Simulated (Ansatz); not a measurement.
Molecule: sum formula SnH3Cl (charge 0, singlet). 
Structure (B3LYP-D3(BJ)/def2-TZVP (Ansatz, a quantum-chemistry and plane-wave program) minimum search):
SMILES: [SnH3][Cl]
```xyz
5

Cl     1.8000     0.1228    -0.0212
Sn    -0.5508    -0.0376     0.0065
H     -1.1323     1.4958    -0.4579
H     -0.9757    -0.4452     1.6060
H     -0.9521    -1.2594    -1.1121
```

Dipole moments at this geometry, in debye (magnitudes).

| level | program | dipole (D) |
|---|---|---|
| PBE/def2-TZVPD | Ansatz | 2.49 |
| BLYP/def2-TZVPD | Ansatz | 2.48 |
| PBE0/def2-TZVPD | Ansatz | 2.61 |
| HSE06/def2-TZVPD | Ansatz | 2.60 |
| wB97M-V/def2-TZVPD | Ansatz | … |
| CCSD(T)/def2-SVPD | Ansatz | … |

Complete the blanks.


- wB97M-V/def2-TZVPD, dipole (D): 2.63
- CCSD(T)/def2-SVPD, dipole (D): 2.66
